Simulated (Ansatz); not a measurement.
Correlation energies of I3In, SMILES `[I][In]([I])[I]` by basis set

Cartesian coordinates in Å:
```
I 2.322 -0.048 -1.250
In 0.000 0.000 0.000
I -0.372 1.646 2.027
I -1.949 -1.599 -0.776
```

Charge 0, multiplicity 1. Correlated methods include outer-core shells of I, In, which these sets cover unevenly. I, In: def2 effective core potential. The geometry is a stationary point of PBE0-D4/def2-TZVP. Frozen core, restricted reference, the Gaussian-basis code of Ansatz.

```json
{"basis": "def2-SVP", "HF (Eh)": "-1079.34905", "MP2 corr.": "-0.42628", "CCSD corr.": "-0.44868", "(T)": "-0.01234", "CCSD(T) total": "-1079.81007"}
{"basis": "def2-TZVPP", "HF (Eh)": "-1079.38383", "MP2 corr.": "-1.75061", "CCSD corr.": "-1.65193", "(T)": "-0.03980", "CCSD(T) total": "-1081.07556"}
{"basis": "def2-QZVPP", "HF (Eh)": "-1079.38837", "MP2 corr.": "-2.45504", "CCSD corr.": "–", "(T)": "–", "CCSD(T) total": "–"}
```
